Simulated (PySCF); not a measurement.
# Telling isomers of C3H13OPSi2 apart by NMR

One computed conformer, averaged over atoms made equivalent by symmetry, fast rotation or ring inversion, isolated molecule, no relativistic terms. Geometry: PBE0-D3(BJ)/def2-SVP; shieldings: GIAO PBE0/pcSseg-1; PySCF.

Chemical shifts δ = σref − σ; ¹H (σ = 31.27 ppm), ¹³C (σ = 184.41 ppm) against TMS, all at this level. Splittings of carbon signals by F and P are missing where no couplings were computed. Where no couplings were computed, multiplicities follow the n + 1 count of equivalent neighbours, and m marks all less simple cases (inequivalent or close neighbours, rings, F or P nearby). Shifts are as computed. Against solution values, carbons near 30 ppm lie about +2 ppm off and those near 130 ppm about +5 ppm. Of 1211 compounds with measured shifts, 218 miss one by over three times the rms of a fit or turn the order of signals round; such compounds aren't used in these exercises.

(1) Tabulate the signals of `CC(C)O[Si@@H]([SiH3])P`, `CO[Si@@](C)(P)[SiH2]C`, `CC(C)[Si@@H](P)O[SiH3]` and their relative energies.

(2) What is the quickest way to tell CC(C)O[Si@@H]([SiH3])P from CC(C)[Si@@H](P)O[SiH3]?

(3) What is the quickest way to tell CO[Si@@](C)(P)[SiH2]C from CC(C)[Si@@H](P)O[SiH3]?

(4) What is the quickest way to tell CC(C)O[Si@@H]([SiH3])P from CO[Si@@](C)(P)[SiH2]C?

Answers

(1) 
```tsv
SMILES	carbon types	δC	δH	E rel. (kcal/mol)
CC(C)O[Si@@H]([SiH3])P	1×CH 2×CH3	71.2, 26.9, 25.4	5.67 (m, 1H), 3.58 (m, 3H), 3.55 (m, 1H), 1.59 (m, 2H), 1.21 (d, 3H), 1.18 (d, 3H)	32.3
CO[Si@@](C)(P)[SiH2]C	3×CH3	53.4, 0.3, -11.4	4.09 (m, 1H), 3.79 (m, 1H), 3.50 (s, 3H), 1.49 (m, 2H), 0.35 (m, 3H), 0.13 (m, 3H)	20.5
CC(C)[Si@@H](P)O[SiH3]	1×CH 2×CH3	17.9, 17.5, 16.7	5.28 (m, 1H), 5.00 (s, 3H), 1.70 (m, 2H), 1.13 (m, 1H), 1.03 (m, 3H), 0.88 (d, 3H)	0.0
```

Energies are electronic energies at PBE0/pcSseg-1 on these geometries, without zero-point or thermal terms, each for the one conformer computed, which needn't be the lowest.

(2) Both give the same number of carbon signals, with the same numbers of each carbon type, so the positions decide. The first has an sp3 CH bonded to O at 71.2 ppm, the second an sp3 CH bonded to Si at 17.9 ppm.

(3) Both give the same number of carbon signals, but DEPT or the intensities differ. The first has a methyl carbon bonded to O (CH3) at 53.4 ppm, the second an sp3 CH bonded to Si at 17.9 ppm. In the proton spectra the most deshielded non-exchanging signals are 4.09 (m, 1H) and 5.28 (m, 1H).

(4) Both give the same number of carbon signals, but DEPT or the intensities differ. The first has an sp3 CH bonded to O at 71.2 ppm, the second a methyl carbon bonded to Si (CH3) at -11.4 ppm. Their most deshielded carbons lie at 71.2 and 53.4 ppm. In the proton spectra the most deshielded non-exchanging signals are 5.67 (m, 1H) and 4.09 (m, 1H).
